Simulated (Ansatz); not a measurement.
Geometry optimisation, RKS PBE0-D4/def2-SVP (Ansatz 0.2.0).

input.yaml

```yaml
crystal:
  periodic: [false, false, false]
  atoms:
    - { symbol: C, position_ang: [-0.5967, -2.2464, 0.2198] }
    - { symbol: "N", position_ang: [-0.9108, -0.9586, 0.0321] }
    - { symbol: C, position_ang: [0.2011, -0.1668, -0.4245] }
    - { symbol: "N", position_ang: [0.5337, -0.4545, -1.811] }
    - { symbol: O, position_ang: [0.0686, 1.2245, -0.3646] }
    - { symbol: Si, position_ang: [0.0054, 1.9609, 1.1499] }
    - { symbol: H, position_ang: [0.3747, -2.6509, 0.0412] }
    - { symbol: H, position_ang: [-1.4034, -2.867, 0.5363] }
    - { symbol: H, position_ang: [1.1492, -0.4295, 0.1812] }
    - { symbol: H, position_ang: [1.065, 0.2813, -2.1251] }
    - { symbol: H, position_ang: [-0.4506, -0.2822, -2.2267] }
    - { symbol: H, position_ang: [-1.2997, 1.7483, 1.8019] }
    - { symbol: H, position_ang: [0.2037, 3.4274, 0.9901] }
    - { symbol: H, position_ang: [1.0467, 1.3844, 2.0282] }
basis:
  gaussian: { orbitals: def2-SVP }
hamiltonian:
  xc: pbe0
  dispersion: d4
relax:
  f_tol: 0.02
  max_steps: 50
```

Run as:

```bash
$ ansatz run input.yaml --threads 2 --pin off --max-ram 3072MiB --backend cpu --events-out ev --progress --plain --runs-dir out
```

Problem. Where does it end, and by what steps?

Solution. The forces met the threshold. After 23 steps the energy has fallen by 0.894 eV; H7 moved furthest, 1.14 Å.

```
step  energy less start (eV)  largest force component (eV/Å)  accepted
   0                  0.0000                           5.331       yes
   1                 -0.5976                           1.910       yes
   2                 -0.5568                           1.791        no
   3                 -0.6842                           0.413       yes
   4                 -0.7133                           0.278       yes
   5                 -0.7296                           0.327       yes
   6                 -0.7401                           0.482       yes
   7                 -0.7570                           0.468       yes
   8                 -0.7908                           0.308       yes
   9                 -0.8236                           0.440       yes
  10                 -0.8141                           1.149        no
  11                 -0.8333                           0.427       yes
  12                 -0.8564                           0.098       yes
  13                 -0.8734                           0.126       yes
  14                 -0.8740                           0.913       yes
  15                 -0.8732                           0.318        no
  16                 -0.8900                           0.229       yes
  17                 -0.8860                           0.221        no
  18                 -0.8931                           0.039       yes
  19                 -0.8916                           0.173        no
  20                 -0.8936                           0.053       yes
  21                 -0.8938                           0.044       yes
  22                 -0.8939                           0.041       yes
  23                 -0.8941                           0.014       yes
```

```xyz
14
Properties=species:S:1:pos:R:3
C -0.622 -1.974 0.293
N -0.128 -0.840 0.544
C 0.650 -0.142 -0.461
N 0.366 -0.541 -1.799
O 0.436 1.228 -0.250
Si -0.191 1.788 1.212
H -0.484 -2.473 -0.682
H -1.211 -2.481 1.070
H 1.714 -0.373 -0.255
H 1.075 -0.182 -2.433
H -0.526 -0.139 -2.087
H -1.631 1.456 1.421
H -0.082 3.270 1.062
H 0.620 1.372 2.394
```

Run time: 54 s on 2 threads of AMD EPYC 9R45 96-Core Processor (Zen 5) (shared host), peak memory 0.35 GiB.
